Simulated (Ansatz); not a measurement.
Ansatz (a program for electronic structure) input (MP2/3-21G): The .json file is the Basis Set Exchange's 3-21G.

Ansatz 0.2 input:
```yaml
crystal:
  periodic: [false, false, false]
  atoms:
    - {symbol: Sr, position_ang: [-0.00000000, -0.00000000, -0.80322820]}
    - {symbol: Cl, position_ang: [0.00000000, 0.00000000, 1.79545126]}
basis:
  gaussian:
    orbitals: 3-21G.json
magnetization: {spin_polarized: true, initial_magnetization: 1}
correlation: {method: mp2, electrons: outside_noble_gas}
```

Problem. Predict the final energy.

Solution. -3574.52555 Eh.
